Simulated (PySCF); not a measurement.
**Cr(2+): ionisation energy**

Cr(2+) [Ar] 3d4 (5D) → Cr(3+) [Ar] 3d3 (4F), as a difference of total energies. All numbers are calculated (PySCF 2.14, scalar relativity by spin-free X2C-1e, in aug-cc-pVDZ-DK (7s6p4d2f, 59 functions)). Correlated levels: valence: [Ar] frozen. The calculations carry no spin-orbit coupling.

```tsv
method	ionisation energy (eV)	difference from reference (eV)
UHF	29.920	-1.039
BP86	31.726	+0.767
MN15	31.964	+1.005
MP2 (valence)	30.489	-0.470
SCS-MP2 (valence)	30.110	-0.849
```

Reference: 30.959 ± 0.025 eV (measured; NIST Atomic Spectra Database, ionization energies).

The reference lies between the lowest fine-structure levels, while these numbers refer to the centres of the terms.

Errors of the correlated levels include the incompleteness of this basis and the frozen core.
